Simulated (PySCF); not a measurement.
Level of theory: PySCF with PBE-D3(BJ)/def2-TZVP // PBE0-D3(BJ)/def2-TZVP. All species are isolated molecules in the gas phase. Excitations are Tamm–Dancoff values on a coarser integration grid. The basis has no diffuse functions, so Rydberg states are missing or too high.

Reference species (SMILES): `C#CO` (neutral, multiplicity 1).

The dipole moment is 1.78 D, the LUMO comes out as -0.55 eV and the HOMO–LUMO gap is 5.42 eV. The T1 excitation (TDA) comes out as 5.27 eV.

Changed species: `C1=CO1`.

What does the change do to the dipole moment, LUMO, HOMO–LUMO gap and T1 excitation (TDA)?

the dipole moment rises by 0.45 D, to 2.23 D; the LUMO drops by 0.90 eV, to -1.45 eV; the HOMO–LUMO gap drops by 2.59 eV, to 2.83 eV; the T1 excitation (TDA) decreases by 3.05 eV, to 2.22 eV.
